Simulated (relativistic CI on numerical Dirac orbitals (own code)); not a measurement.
## Spin-allowed bands of a d7 ion in a tetrahedral site, by hand

Problem. Take Δ = 4000 cm⁻¹ and B = 760 cm⁻¹ for a d7 ion in a tetrahedral site. Calculate the three spin-allowed bands.

Working.
1. The terms of highest spin are 4F (energy 0) and 4P (15B = 11400 cm⁻¹). Here the F term splits into A2 at −1.2Δ = -4800, T2 at −0.2Δ = -800 and T1 at +0.6Δ = 2400 cm⁻¹.
2. The two T1 states mix through the element 0.4Δ: H = [[2400, 1600], [1600, 11400]], with roots ½(H₁₁ + H₂₂) ∓ ½√[(H₂₂ − H₁₁)² + 4H₁₂²] = ½(13800) ∓ ½(9552) = 2124 and 11676 cm⁻¹.
3. The ground term is 4A2 at -4800 cm⁻¹.
4. Bands: 4T2 4000 cm⁻¹ (2500 nm), 4T1(F) 6924 cm⁻¹ (1444 nm), 4T1(P) 16476 cm⁻¹ (607 nm).

Check. Exact diagonalisation of the whole d7 shell with these parameters gives 4T2 4000, 4T1 6924, 4T1 16476 cm⁻¹. The match is exact, since without spin-orbit coupling no other term has this spin. The ratio of the second band to the first, 1.731, depends on Δ/B = 5.3 alone, which is how a Tanabe-Sugano diagram is read.
